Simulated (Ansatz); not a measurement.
`[NH2][Ti]([F])([F])[Cl]` + NH₃ → `[NH2][Ti]([NH2])([F])[F]` + HCl at 400 K and 1 bar (ligand exchange at a Ti–Cl bond).

Program: Ansatz. Geometries: PBE0-D4/def2-TZVP. ΔE: electronic, gas phase. CCSD(T)/CBS is the MP2 limit (def2-TZVPP, def2-QZVPP) plus CCSD(T) − MP2 in def2-TZVPP, frozen cores. This one scheme is used for every species. For Ti outer-core shells are correlated without core-valence functions, which leaves a few kJ/mol of doubt a bond. Scalar relativity is left out up to krypton. Each species was taken in one conformer, which may not be the lowest.

```
                   species  CCSD(T)/CBS energy (Eh)  H − E (kJ/mol)  S (J/(mol·K))
 `[NH2][Ti]([F])([F])[Cl]`              -1564.43229           114.3          389.2
                       NH₃                -56.50880           104.2          203.1
`[NH2][Ti]([NH2])([F])[F]`              -1160.52781           179.4          398.0
                       HCl               -460.38127            29.6          195.4
```

H − E and S are ideal-gas, rigid-rotor, harmonic terms from PBE0-D4/def2-TZVP, for one conformer and one mirror image of each species. 1 Eh = 2625.50 kJ/mol, R = 8.31446 J/(mol·K).

Question: By hand: ΔE, ΔH, ΔS and ΔG.

Answer: ΔE = (-1160.52781) + (-460.38127) − (-1564.43229) − (-56.50880) = 0.03201 Eh = 84.0 kJ/mol. Δ(H − E) = 179.4 + 29.6 − 114.3 − 104.2 = -9.5, so ΔH = 74.5 kJ/mol. ΔS = 398.0 + 195.4 − 389.2 − 203.1 = 1.1 J/(mol·K). ΔG = 74.5 − 400 × (1.1)/1000 = 74.1 kJ/mol.

Question: By hand: the equilibrium constant, and the temperature at which ΔG would vanish if ΔH and ΔS stayed fixed.

Answer: log₁₀ K = −ΔG/(RT ln 10) = -9.7. ΔG = 0 at ΔH/ΔS = 67727 K, far beyond where these terms or the molecules hold.

The number of gas molecules stays the same, so ΔS is small and ΔH decides. A doubt of 5 kJ/mol in ΔE shifts log₁₀ K by 0.7 here. Other conformers and mirror images would add mixing entropy, several J/(mol·K) or more a flexible species. These are equilibria of isolated gas molecules and say nothing of rates. Largest T1 diagnostic: 0.024 (customary marks: 0.02 for closed shells, 0.045 for open ones).
